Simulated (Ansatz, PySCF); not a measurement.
Reaction R1 → P1 + P2, each structure at its B3LYP-D3(BJ)/def2-TZVP stationary point, reached from a drawn start (curvature not checked).
R1: CH6Si (SMILES C[SiH3]), charge 0, multiplicity 1.
P1, CH4Si (SMILES C[SiH]) (charge 0, multiplicity 1, Z-matrix in Å and degrees):
```
C
H 1 1.0899
H 1 1.0969 2 108.85
H 1 1.0969 2 108.85 3 -114.65
Si 1 1.9015 2 113.61 3 122.68
H 5 1.5282 1 94.39 2 -180.00
```
P2, H2 (SMILES [H][H]) (charge 0, multiplicity 1, Z-matrix in Å and degrees):
```
H
H 1 0.7440
```

P less R. No zero-point or thermal terms.

Frozen-core correlation throughout.

Programs: Ansatz (Gaussian orbitals); PySCF for the D3/D4 terms. Each number belongs to the level named beside it.

Total energies in hartree:

| structure | PBE/def2-TZVPP | B3LYP-D3(BJ)/def2-TZVPP | CCSD(T)/cc-pV(Q+d)Z |
|---|---|---|---|
| R1 | -331.008530 | -331.269454 | -330.718439 |
| P1 | -329.747657 | -329.993830 | -329.447947 |
| P2 | -1.166122 | -1.180145 | -1.173794 |

Task: Work out the reaction energy at each level in kcal/mol (1 hartree = 627.50947 kcal/mol), and say how far PBE/def2-TZVPP lies from CCSD(T)/cc-pV(Q+d)Z.

Result: 
- PBE/def2-TZVPP: (-329.747657) + (-1.166122) − (-331.008530) = 0.094751 hartree = 59.46 kcal/mol
- B3LYP-D3(BJ)/def2-TZVPP: (-329.993830) + (-1.180145) − (-331.269454) = 0.095479 hartree = 59.91 kcal/mol
- CCSD(T)/cc-pV(Q+d)Z: (-329.447947) + (-1.173794) − (-330.718439) = 0.096698 hartree = 60.68 kcal/mol
PBE/def2-TZVPP less CCSD(T)/cc-pV(Q+d)Z: -1.22 kcal/mol. CCSD(T)/cc-pV(Q+d)Z is the level counted from, the highest shown, and no exact or measured value.

Ansatz is a first-principles code.
